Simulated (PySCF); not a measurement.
Species: SbMe2(OMe), C3H9OSb.
Bonds: Sb1–C2, Sb1–C6, Sb1–O10, O10–C11. Hydrogens: H3, H4, H5 on C2; H7, H8, H9 on C6; H12, H13, H14 on C11.

Method used: PBE0-D3(BJ)/def2-SVP geometry optimisation, gas phase, def2 core potentials past Kr in PySCF.

**Question.** List the bond lengths, angles and torsions at this level.

**Answer.** 
```
                     bond  length (Å)
           Sb1–C2, Sb1–C6       2.159
                  Sb1–O10       2.011
   C2–H3 and 5 like bonds       1.099
                  O10–C11       1.393
C11–H12, C11–H13, C11–H14       1.108
```

Bonds in one row agree within 0.01 Å and their mean is given. A selection of angles:
```
      angle  degrees
  C2–Sb1–C6     93.4
 C2–Sb1–O10     92.0
 C6–Sb1–O10     93.0
  Sb1–C2–H3    107.0
  Sb1–C2–H4    110.7
  Sb1–C2–H5    110.4
   H3–C2–H4    109.5
Sb1–O10–C11    120.2
O10–C11–H12    113.6
O10–C11–H13    108.3
H12–C11–H13    107.0
```

Dihedral angles: C2–Sb1–O10–C11 141° (anticlinal). The mirror-image conformer, all signs reversed, is as good.

O10 (oxygen bonded to C and Sb) is bent (angle 120.2°). Sb1 (antimony bonded to 2 C and O) is pyramidal (angles 93.4°, 93.0° and 92.0°, sum 278.3°, 1.16 Å off the plane of its three neighbours).

Point group: near Cs, missed by 0.37 Å at most; the miss may be what the optimiser left on a soft mode. No frequency check. The numbers are those of one conformer.
